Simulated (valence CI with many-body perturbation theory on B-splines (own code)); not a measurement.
# Energy levels of Dy¹⁷⁺

Computed by relativistic CI+MBPT: three valence electrons over a frozen Dirac-Fock core [Kr] 4d10, radial functions for each j: 7 s, 7 p, 7 d, 7 f, 4 g, 2 h, with the one-electron correlation potential Σ1, the two-electron term Σ2, the three-electron term Σ3, Breit, model QED; selected CI, second order for the rest, scaled by the run's own slope (own B-spline code, finite nucleus).

No measured levels were compared; by estimate terms of the open shell hold to a few per cent of their energy, and close levels can change places.

Levels 91 to 135 of 244, with energies above the lowest level, (4f5/2^3) J=9/2. "Leading %" is the weight of the configuration and term that name the level; weights of strongly mixed levels are sums over their largest components and can fall short. In the jj column 3d3/2^4 stands for four electrons in 3d with j = 3/2. Lifetimes count E1, E2, E3, M1 and M2 decay at the calculated energies, and are blank where another channel may lead or the interval is too uncertain; long ones can be off by a factor of two.

| No. | Configuration | Term | J | E (eV) | Leading % | Lifetime | Second component | Leading jj |
| --- | --- | --- | --- | --- | --- | --- | --- | --- |
| 91 | 4f²5p | ⁴H° | 7/2 | 65.307 | 38 | 49.6 ps | 30 % 4f²5p ²G° | 4f5/2^2 5p3/2 (93 %) |
| 92 | 4f²5p | ⁴H° | 9/2 | 65.326 | 36 | 49.1 ps | 28 % 4f²5p ²H° | 4f5/2^2 5p3/2 (85 %) |
| 93 | 4f²5p | ⁴H° | 11/2 | 66.033 | 43 | 48.2 ps | 40 % 4f²5p ⁴I° | 4f5/2 4f7/2 5p3/2 (58 %) |
| 94 | 4f²5p | ⁴G° | 9/2 | 66.533 | 36 | 49.9 ps | 34 % 4f²5p ²H° | 4f5/2 4f7/2 5p3/2 (97 %) |
| 95 | 4f²5p | ⁴G° | 5/2 | 66.681 | 81 | 45.4 ps | 10 % 4f²5p ²F° | 4f5/2^2 5p3/2 (89 %) |
| 96 | 4f²5p | ⁴I° | 13/2 | 66.962 | 61 | 47.8 ps | 37 % 4f²5p ⁴H° | 4f5/2 4f7/2 5p3/2 (73 %) |
| 97 | 4f²5p | ²H° | 11/2 | 67.073 | 49 | 50.4 ps | 40 % 4f²5p ⁴G° | 4f5/2 4f7/2 5p3/2 (56 %) |
| 98 | 4f²5p | ⁴F° | 3/2 | 67.102 | 48 | 48.5 ps | 25 % 4f²5p ⁴D° | 4f5/2^2 5p3/2 (77 %) |
| 99 | 4f²5p | ²P° | 1/2 | 67.142 | 63 | 66.6 ps | 36 % 4f²5p ⁴D° | 4f5/2^2 5p3/2 (55 %) |
| 100 | 4f²5p | ⁴F° | 5/2 | 67.619 | 52 | 46.9 ps | 21 % 4f²5p ⁴D° | 4f5/2^2 5p3/2 (49 %) |
| 101 | 4f²5p | ²I° | 11/2 | 67.622 | 60 | 46.9 ps | 14 % 4f²5p ⁴H° | 4f5/2^2 5p3/2 (43 %) |
| 102 | 4f²5p | ⁴D° | 1/2 | 67.668 | 60 | 61.8 ps | 38 % 4f²5p ²P° | 4f5/2 4f7/2 5p3/2 (24 %) |
| 103 | 4f²5p | ⁴G° | 7/2 | 67.679 | 53 | 47.3 ps | 19 % 4f²5p ²G° | 4f5/2 4f7/2 5p3/2 (82 %) |
| 104 | 4f²5p | ⁴F° | 7/2 | 67.822 | 48 | 47.5 ps | 13 % 4f²5p ⁴D° | 4f5/2 4f7/2 5p3/2 (76 %) |
| 105 | 4f²5p | ⁴I° | 15/2 | 68.113 | 99 | 47.1 ps |  | 4f7/2^2 5p3/2 (78 %) |
| 106 | 4f²5p | ⁴D° | 3/2 | 68.333 | 62 | 48.7 ps | 30 % 4f²5p ²D° | 4f5/2 4f7/2 5p3/2 (93 %) |
| 107 | 4f²5p | ⁴F° | 9/2 | 68.385 | 34 | 46.5 ps | 23 % 4f²5p ⁴G° | 4f5/2 4f7/2 5p3/2 (93 %) |
| 108 | 4f²5p | ²G° | 7/2 | 68.425 | 36 | 47.0 ps | 22 % 4f²5p ⁴G° | 4f5/2 4f7/2 5p3/2 (61 %) |
| 109 | 4f²5p | ²I° | 13/2 | 68.629 | 66 | 47.1 ps | 25 % 4f²5p ⁴H° | 4f7/2^2 5p3/2 (53 %) |
| 110 | 4f²5p | ²G° | 9/2 | 68.677 | 46 | 46.8 ps | 46 % 4f²5p ⁴G° | 4f5/2 4f7/2 5p3/2 (73 %) |
| 111 | 4f²5p | ²F° | 5/2 | 68.681 | 39 | 48.1 ps | 26 % 4f²5p ⁴D° | 4f5/2 4f7/2 5p3/2 (87 %) |
| 112 | 4f²5p | ⁴G° | 11/2 | 68.990 | 64 | 46.1 ps | 27 % 4f²5p ²H° | 4f5/2 4f7/2 5p3/2 (56 %) |
| 113 | 4f²5p | ²G° | 9/2 | 69.059 | 55 | 48.0 ps | 18 % 4f²5p ⁴F° | 4f7/2^2 5p3/2 (74 %) |
| 114 | 4f²5p | ²F° | 5/2 | 69.199 | 64 | 47.2 ps | 16 % 4f²5p ⁴G° | 4f5/2 4f7/2 5p3/2 (70 %) |
| 115 | 4f²5p | ²G° | 7/2 | 69.351 | 54 | 46.0 ps | 14 % 4f²5p ⁴F° | 4f5/2 4f7/2 5p3/2 (66 %) |
| 116 | 4f²5p | ²H° | 11/2 | 69.768 | 63 | 47.3 ps | 23 % 4f²5p ⁴G° | 4f7/2^2 5p3/2 (83 %) |
| 117 | 4f²5p | ²F° | 5/2 | 70.130 | 52 | 48.1 ps | 26 % 4f²5p ²D° | 4f7/2^2 5p3/2 (87 %) |
| 118 | 4f²5p | ²F° | 7/2 | 70.534 | 50 | 46.6 ps | 29 % 4f²5p ²G° | 4f7/2^2 5p3/2 (74 %) |
| 119 | 4f²5p | ²G° | 9/2 | 70.862 | 70 | 44.8 ps | 17 % 4f²5p ⁴F° | 4f7/2^2 5p3/2 (74 %) |
| 120 | 4f²5p | ²S° | 1/2 | 71.074 | 36 | 53.2 ps | 34 % 4f²5p ⁴P° | 4f5/2 4f7/2 5p3/2 (72 %) |
| 121 | 4f²5p | ²D° | 3/2 | 71.108 | 30 | 48.5 ps | 21 % 4f²5p ⁴S° | 4f5/2 4f7/2 5p3/2 (60 %) |
| 122 | 4f²5p | ²I° | 13/2 | 71.261 | 57 | 50.3 ps | 42 % 4f²5p ²K° | 4f5/2 4f7/2 5p3/2 (79 %) |
| 123 | 4f²5p | ²F° | 7/2 | 71.607 | 67 | 45.6 ps | 20 % 4f²5p ⁴D° | 4f5/2 4f7/2 5p3/2 (67 %) |
| 124 | 4f²5p | ⁴P° | 3/2 | 71.976 | 35 | 47.5 ps | 24 % 4f²5p ²D° | 4f7/2^2 5p3/2 (45 %) |
| 125 | 4f²5p | ²H° | 11/2 | 72.339 | 59 | 47.7 ps | 39 % 4f²5p ²I° | 4f5/2 4f7/2 5p3/2 (68 %) |
| 126 | 4f²5p | ²D° | 5/2 | 72.405 | 66 | 44.7 ps | 21 % 4f²5p ²F° | 4f5/2 4f7/2 5p3/2 (50 %) |
| 127 | 4f²5p | ²P° | 1/2 | 72.531 | 66 | 52.4 ps | 17 % 4f²5p ⁴P° | 4f7/2^2 5p3/2 (60 %) |
| 128 | 4f²5p | ⁴D° | 5/2 | 72.993 | 48 | 45.6 ps | 27 % 4f²5p ⁴P° | 4f5/2 4f7/2 5p3/2 (96 %) |
| 129 | 4f²5p | ⁴D° | 7/2 | 73.205 | 71 | 46.3 ps | 25 % 4f²5p ²F° | 4f7/2^2 5p3/2 (83 %) |
| 130 | 4f²5p | ²D° | 3/2 | 73.386 | 66 | 45.9 ps | 18 % 4f²5p ⁴D° | 4f5/2 4f7/2 5p3/2 (42 %) |
| 131 | 4f²5p | ²K° | 15/2 | 73.399 | 99 | 45.7 ps |  | 4f5/2 4f7/2 5p3/2 (78 %) |
| 132 | 4f²5p | ²H° | 9/2 | 74.385 | 98 | 43.5 ps |  | 4f5/2 4f7/2 5p3/2 (76 %) |
| 133 | 4f²5p | ²D° | 5/2 | 74.418 | 48 | 44.9 ps | 46 % 4f²5p ⁴P° | 4f7/2^2 5p3/2 (72 %) |
| 134 | 4f²5p | ²P° | 3/2 | 75.015 | 59 | 44.9 ps | 21 % 4f²5p ²D° | 4f7/2^2 5p3/2 (50 %) |
| 135 | 4f²5p | ²P° | 1/2 | 75.016 | 86 | 44.9 ps | 10 % 4f²5p ⁴D° | 4f5/2 4f7/2 5p3/2 (81 %) |

Where two levels of one J and parity lie close, their mixing, g and order are uncertain.
